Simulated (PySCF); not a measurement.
This PySCF input asks for the NMR shieldings of `CN([SiH3])C[SiH2]P`, C$_{2}$H$_{12}$NPSi$_{2}$; the geometry comes from GFN2-xTB.

```python
import basis_set_exchange as bse
import numpy as np
from pyscf import gto, dft
from pyscf.prop import nmr

atoms = """
C    -0.694965   -0.218968   -1.596722
N    -0.817508   -0.074435   -0.171533
Si   -2.008551   -0.920876    0.735902
C    -0.200538    1.135127    0.325911
Si    1.718771    1.082912    0.306843
P     2.304548   -0.862145    1.241223
H    -1.151140   -1.154064   -1.912243
H     0.360153   -0.226793   -1.889511
H    -1.184198    0.605484   -2.131902
H    -1.521118   -0.922662    2.114054
H    -2.057379   -2.256522    0.141665
H    -3.357048   -0.326052    0.701243
H    -0.520068    1.284263    1.357663
H    -0.559662    2.004506   -0.240657
H     2.228246    2.168200    1.152055
H     2.256821    1.303607   -1.044950
H     3.527060   -0.962249    0.597582
H     1.667816   -1.653016    0.301720
"""
names = dict.fromkeys(["C", "N", "Si", "P", "H"], "pcSseg-1")
basis = {el: gto.basis.parse(bse.get_basis(n, elements=[el], fmt="nwchem")) for el, n in names.items()}
mol = gto.M(atom=atoms, basis=basis, charge=0, verbose=0)
mf = dft.RKS(mol, xc="PBE0")
mf.grids.level = 2
mf.grids.alignment = dft.numint.BLKSIZE   # the property module wants whole blocks of grid points
mf.conv_tol = 1e-9
mf.kernel()

calc = nmr.RKS(mf)   # GIAO
C = mf.mo_coeff
Co = C[:, mf.mo_occ > 0]
resp = mf.gen_response(singlet=True, hermi=2)
def vind(x):   # induced exchange potential for any number of trial vectors
    d = np.einsum("pi,xij,qj->xpq", C, 2 * x.reshape(-1, C.shape[1], Co.shape[1]), Co, optimize=True)
    return np.einsum("xpq,pi,qj->xij", resp(d - d.transpose(0, 2, 1)), C, Co, optimize=True).ravel()
mo1, _ = nmr.rhf.solve_mo1(calc, with_cphf=vind)
sigma = calc.kernel(mo1)
for i, s in enumerate(sigma):   # ppm
    print("%2d %-2s %9.2f" % (i, mol.atom_pure_symbol(i), np.trace(s) / 3))
```

Question: What does it print?

Answer: 
```
 0 C     146.37
 1 N     264.69
 2 Si    392.29
 3 C     147.27
 4 Si    403.83
 5 P     641.07
 6 H      29.02
 7 H      29.07
 8 H      29.38
 9 H      27.12
10 H      27.13
11 H      26.91
12 H      29.01
13 H      29.21
14 H      27.71
15 H      26.78
16 H      30.82
17 H      30.58
```

These numbers come from an equivalent density-fitted implementation of the same equations, which agrees with the script to about 0.01 ppm for H and up to a few tenths of a ppm for heavy atoms, so last digits may differ.

Question: Turn these shieldings into chemical shifts. δ = σ(ref) − σ, references computed at the same level: $^{13}$C (186.93 ppm), $^{29}$Si (349.16 ppm), $^{1}$H (31.72 ppm) against TMS; $^{15}$N (267.73 ppm) vs NH3; $^{31}$P (318.38 ppm) against H3PO4.

Answer: Averaging equivalent atoms: C 0: 40.6; C 3: 39.7; N 1: 3.0; Si 2: -43.1; Si 4: -54.7; P 5: -322.7; H 9/10/11: 4.66; H 14/15: 4.47; H 12/13: 2.61; H 6/7/8: 2.56; H 16/17: 1.01 ppm. Experimental scales use liquid or dissolved standards, which lie at an offset from isolated NH3 (liquid NH3: subtract about 20 ppm) and H3PO4.

Size and cost of the density-fitted run: 183 basis functions, 98 s wall time (78 s CPU) on 1 thread of an Intel Xeon, shared host; peak memory 0.84 GiB.
